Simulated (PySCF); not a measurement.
Gas-phase reaction: 2 InH₃ + C₄H₆ (butadiene) + 2 CH₃ = 2 In(CH₃)₃. Level: PBE0/def2-TZVP; standard pressure 1 bar.

Computed with PySCF and rigid-rotor harmonic-oscillator thermochemistry at 1 bar. Open shells (unrestricted): CH₃ (multiplicity 2); the rest are closed-shell singlets. In: scalar-relativistic def2 core potential, no spin-orbit coupling. Methyl groups turn as free rotors in In(CH₃)₃. InH₃: computed as isolated molecules; such fragments, hydroxides, amides, oligomers or adducts are transient or little studied in the gas. The harmonic model lacks anharmonicity and excited electronic states, which grow with temperature; levels with a mode under 35 cm⁻¹ are left out. Internal rotation in C₄H₆ (butadiene) is treated as a harmonic vibration of one conformer, which makes the entropy rough. Soft modes under 120 cm⁻¹ make the harmonic entropy rough for In(CH₃)₃.

```tsv
T (K)	1000/T (1/K)	log10 K
1200	0.8333	7.44
1400	0.7143	3.45
1600	0.6250	0.46
1800	0.5556	-1.85
2000	0.5000	?
2500	0.4000	-6.99
```

Task: Fit log10 K = a + b·(1000/T) to the five rows, get the mean ΔH° and ΔS°, and predict log10 K at 2000 K.

Result: Means: 1000/T = 0.6256, log10 K = 0.502. Sums of products about the means: Sxy = 3.55737, Sxx = 0.106803, so b = Sxy/Sxx = 33.31 and a = 0.502 − (33.31)×0.6256 = -20.34.
ΔH° = −R ln 10 × 1000 K × b = −19.145 × (33.31) = -638 kJ; ΔS° = R ln 10 × a = -389 J/K. The run's own values go from -642 kJ and -393 J/K at 1200 K to -627 kJ and -385 J/K at 2500 K.
Prediction at 2000 K: -20.34 + (33.31)×0.5000 = -3.68. The computed value is -3.70, 0.02 from the line.
For scale, ΔH°(298 K) is -637 kJ at this level, -645 kJ at ωB97M-V/def2-TZVP†, and runs from -748 to -407 kJ over the 15 levels computed († marks an energy on the PBE0/def2-TZVP geometry).
